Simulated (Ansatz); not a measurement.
Calculated with Ansatz (gas phase, PBE0-D4/def2-TZVP geometries, no zero-point term in ΔE). CCSD(T)/CBS adds triple-zeta CCSD(T) − MP2 to the extrapolated MP2 energy (def2 sets, frozen cores). Functionals use def2-TZVPP. Each species was taken in one conformer, which may not be the lowest.

Consider the isomerisation: `C=C[SiH2]N` → `CN1C[SiH2]1`.

`C=C[SiH2]N`:

Cartesian coordinates in Å:
```
C 0.289 -1.568 -0.789
C 0.616 -0.992 0.365
Si 0.093 0.737 0.825
N -0.854 1.542 -0.357
H 0.599 -2.576 -1.048
H -0.310 -1.044 -1.529
H 1.219 -1.564 1.071
H 1.316 1.551 1.063
H -0.702 0.669 2.081
H -1.825 1.318 -0.494
H -0.440 1.927 -1.189
```

`CN1C[SiH2]1`:

Cartesian coordinates in Å:
```
C 0.209 -0.039 -1.498
N 0.462 -0.249 -0.101
C -0.595 -0.774 0.786
Si 0.361 0.699 1.317
H 0.171 -0.998 -2.027
H 1.017 0.552 -1.934
H -0.740 0.485 -1.690
H -1.625 -0.590 0.461
H -0.442 -1.785 1.160
H -0.342 2.006 1.295
H 1.523 0.693 2.232
```

```
      species  BHLYP energy (Eh)
 `C=C[SiH2]N`         -424.65524
`CN1C[SiH2]1`         -424.59571
```

Problem. Work out ΔE.

Solution. ΔE = (-424.59571) − (-424.65524) = 0.05953 Eh = +156.3 kJ/mol. CCSD(T)/CBS gives +152.3 kJ/mol.

Largest T1 diagnostic among the species: 0.012.

In def2-TZVPP, CCSD(T) changes the Hartree–Fock value by −26.3 kJ/mol (the triples alone add −2.6 kJ/mol) and MP2 by −32.2 kJ/mol. Leaving LDA and LC-ωPBE aside and taking each functional with its dispersion term where it has one, the values, not all of them listed here, spread over 30.9 kJ/mol, from PBE-D4 to BHLYP-D4. LDA lies −16.3 kJ/mol from PBE without D4.
